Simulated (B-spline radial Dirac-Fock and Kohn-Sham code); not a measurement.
**Relativistic shifts of the levels of Os⁵⁶⁺**

System: Os⁵⁶⁺ in the configuration [Ar] 3d2.

Both columns are ΔSCF binding energies of the configuration average from a radial finite-basis atomic code: non-relativistic Hartree-Fock with a point nucleus, and Dirac-Fock with a finite nucleus and the Coulomb interaction alone, averaged over the two j levels with weights 2j+1.

```tsv
shell	Hartree-Fock (eV)	Dirac-Fock (eV)	shift (eV)	shift (%)
1s	71833.7	78279.8	+6446.16	+8.97
2s	15144.4	16928.7	+1784.26	+11.78
2p	14700.2	15335.0	+634.82	+4.32
3s	5956.0	6481.7	+525.76	+8.83
3p	5762.9	5989.5	+226.53	+3.93
3d	5496.7	5521.6	+24.89	+0.45
```

Relativity binds 1s, 2s, 2p, 3s, 3p, 3d more strongly, among those listed most of all 2s in relative terms.

Values without a named source are computed, but for edge energies of neutral atoms, which are taken from tables.
